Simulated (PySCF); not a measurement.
## P²⁺ (phosphorus, charge +2): UHF calculation

Configuration: [Ne] 3s2 3p1, 2P determinant. Computed with PySCF 2.14 in cc-pVDZ-DK, with scalar relativity by spin-free X2C-1e.

| Property | Result |
| --- | --- |
| Total energy | -340.454370 hartree |
| One-electron energy | -460.1574 hartree |
| Hartree (Coulomb) energy | 141.8127 hartree |
| Exchange energy | -22.1096 hartree |
| ⟨S²⟩ | 0.7605 |
| ⟨L²⟩ | 2.031 |
| Sum of ⟨r⟩ | 9.662 bohr |
| Sum of ⟨r²⟩ | 14.23 bohr² |
| Traceless quadrupole moment −½Σ⟨3z² − r²⟩ along its main axis | -1.88 e·bohr² |
| Langevin diamagnetic susceptibility | -11.3 ×10⁻⁶ cm³/mol |
| Time after the integrals | 0.05 s of wall time on 1 thread of Neoverse-V1 (shared host) |

| shell | electrons | mean orbital energy (hartree) | spread (hartree) | rms radius, mean of both spins (bohr) |
| --- | --- | --- | --- | --- |
| 1s α | 1 | -81.11677 | 0 | 0.120 |
| 1s β | 1 | -81.10746 | 0 | 0.120 |
| 2s α | 1 | -8.44172 | 0 | 0.559 |
| 2s β | 1 | -8.43128 | 0 | 0.559 |
| 2p α | 3 | -6.29462 | 0.01709 | 0.539 |
| 2p β | 3 | -6.27652 | 0.02382 | 0.539 |
| 3s α | 1 | -1.47592 | 0 | 1.90 |
| 3s β | 1 | -1.36598 | 0 | 1.90 |
| 3p α | 1 | -1.09875 | 0 | 2.15 |

Densities and radii are taken from the X2C orbitals without a picture-change correction, which distorts them close to the nucleus.
